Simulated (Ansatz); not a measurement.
Method: frozen-core CCSD(T)/cc-pVDZ // PBE-D3(BJ)/def2-SVP (Ansatz, a program for electronic structure). The restricted HF reference is unstable towards unrestricted orbitals.

Ansatz 0.2 input:
```yaml
crystal:
  periodic: [false, false, false]
  atoms:
    - { symbol: N, position_ang: [2.60509, 2.493098, -1.584654] }
    - { symbol: C, position_ang: [1.787881, 1.777584, -1.136569] }
    - { symbol: C, position_ang: [0.809912, 0.88835, -0.576142] }
    - { symbol: C, position_ang: [-0.549366, 1.09909, -0.864078] }
    - { symbol: C, position_ang: [-1.519929, 0.232984, -0.32015] }
    - { symbol: C, position_ang: [-2.952057, 0.247446, -0.470467] }
    - { symbol: C, position_ang: [-3.560937, -0.770606, 0.220469] }
    - { symbol: S, position_ang: [-2.437065, -1.790739, 1.082943] }
    - { symbol: C, position_ang: [-1.082212, -0.842149, 0.515327] }
    - { symbol: C, position_ang: [0.278272, -1.052358, 0.803211] }
    - { symbol: C, position_ang: [1.24629, -0.192533, 0.263773] }
    - { symbol: Si, position_ang: [3.082416, -0.466847, 0.645246] }
    - { symbol: H, position_ang: [-0.850076, 1.936112, -1.510682] }
    - { symbol: H, position_ang: [-3.498489, 0.988005, -1.069711] }
    - { symbol: H, position_ang: [-4.633928, -0.993183, 0.27961] }
    - { symbol: H, position_ang: [0.581704, -1.889519, 1.450272] }
    - { symbol: H, position_ang: [3.169375, -1.671096, 1.541943] }
    - { symbol: H, position_ang: [3.665803, 0.727085, 1.346323] }
    - { symbol: H, position_ang: [3.857316, -0.720724, -0.61666] }
basis:
  gaussian: { orbitals: cc-pVDZ }
correlation:
  method: ccsd_t
```

Output:

```
Functional definition: HF
2006 factors; integrals over basis functions are off by at most 1.2e-3 eV
mean field evaluation 1: about -29539.8301 eV, gradient 4.2e1 eV
mean field evaluation 2: about -29540.3720 eV, gradient 4.2e1 eV
mean field evaluation 4: about -29546.2939 eV, gradient 8.8e0 eV
mean field evaluation 8: about -29546.5398 eV, gradient 6.5e-1 eV
mean field evaluation 16: about -29546.5425 eV, gradient 2.0e-6 eV
mean field -29546.54249644 eV, -1085.8154093783 hartree, gradient 2.0e-6 eV, S^2 0.000000; 0 other end points of the search recorded, 0 dependent functions left out; unrestricted orbitals would lower it
20 core orbitals not correlated
reference -29546.54249644 eV, -1085.8154093783 hartree; 29, 29 occupied and 162, 162 virtual orbitals, 2006 factors
second order -42.27424913 eV of doubles, -0.00000000 eV of singles
cycle   1  -41.95101585 eV  change    3.2e-1 eV  update   1.9e-1
cycle   2  -43.38028328 eV  change    -1.4e0 eV  update   6.1e-2
cycle   3  -43.71168940 eV  change   -3.3e-1 eV  update   2.8e-2
cycle   4  -43.71455016 eV  change   -2.9e-3 eV  update   8.6e-3
cycle   5  -43.71871052 eV  change   -4.2e-3 eV  update   4.3e-3
cycle   6  -43.72148131 eV  change   -2.8e-3 eV  update   1.4e-3
cycle   7  -43.72070321 eV  change    7.8e-4 eV  update   6.6e-4
cycle   8  -43.72056786 eV  change    1.4e-4 eV  update   3.0e-4
cycle   9  -43.72063249 eV  change   -6.5e-5 eV  update   1.5e-4
cycle  10  -43.72056659 eV  change    6.6e-5 eV  update   5.8e-5
cycle  11  -43.72050545 eV  change    6.1e-5 eV  update   2.6e-5
perturbative correction -2.12384076 eV, -0.0780497084 hartree
Total energy: -29592.38684265 eV, -1087.5001580272 hartree
```

Cost: very roughly 8 core-minutes.
